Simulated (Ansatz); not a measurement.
C$_{7}$H$_{8}$O, charge -1, doublet, geometry from GFN2-xTB (a state made from the parent by changing its charge; the spin is typed, not shown lowest) (a gas-phase anion, which may not be bound at this level); SVWN5/STO-3G run with Ansatz (a quantum-chemistry and plane-wave program).

Input for Ansatz:
Ansatz 0.2 input:
```yaml
crystal:
  periodic: [false, false, false]
  atoms:
    - {symbol: C, position_ang: [-2.77121118, 0.23994044, -0.12958900]}
    - {symbol: O, position_ang: [-1.72656556, -0.47586576, -0.69640917]}
    - {symbol: C, position_ang: [-0.41480403, -0.18609183, -0.23796529]}
    - {symbol: C, position_ang: [0.57638089, -0.93693092, -0.84633274]}
    - {symbol: C, position_ang: [1.95745203, -0.72101169, -0.45145035]}
    - {symbol: C, position_ang: [2.23818130, 0.22105693, 0.51308302]}
    - {symbol: C, position_ang: [1.24591567, 0.96727554, 1.11675891]}
    - {symbol: C, position_ang: [-0.14392109, 0.75840415, 0.72765808]}
    - {symbol: H, position_ang: [-3.69040157, -0.11864350, -0.60395580]}
    - {symbol: H, position_ang: [-2.84707108, 0.07724334, 0.95580377]}
    - {symbol: H, position_ang: [-2.68021740, 1.32166249, -0.30819494]}
    - {symbol: H, position_ang: [0.32250921, -1.66874338, -1.60032154]}
    - {symbol: H, position_ang: [2.74106856, -1.30475941, -0.92271470]}
    - {symbol: H, position_ang: [3.27619734, 0.38445309, 0.81097107]}
    - {symbol: H, position_ang: [1.47210552, 1.70835316, 1.87621521]}
    - {symbol: H, position_ang: [-0.90962762, 1.35150459, 1.21049448]}
basis:
  gaussian:
    orbitals: STO-3G
hamiltonian:
  xc: {name: SVWN5}
total_charge: -1
magnetization: {spin_polarized: true, initial_magnetization: 1}
```

It wrote (shortened):

```
Functional definition: SVWN5
688 factors; integrals over basis functions are off by at most 3.9e-5 eV
mean field evaluation 1: about -9228.0549 eV, gradient 1.7e1 eV
mean field evaluation 2: about -9209.2151 eV, gradient 4.6e1 eV
mean field evaluation 4: about -9229.9701 eV, gradient 3.4e0 eV
mean field evaluation 8: about -9229.8062 eV, gradient 2.6e-1 eV
mean field evaluation 16: about -9229.8068 eV, gradient 1.6e-4 eV
mean field evaluation 32: about -9229.7755 eV, gradient 2.1e0 eV
mean field -9229.80677118 eV, -339.1891426533 hartree, gradient 3.0e-5 eV, S^2 0.754102; 3 other end points of the search recorded, 0 dependent functions left out
reference -9229.80679785 eV, -339.1891436333 hartree; 30, 29 occupied and 18, 19 virtual orbitals, 688 factors
Total energy: -9229.80679785 eV, -339.1891436333 hartree
```
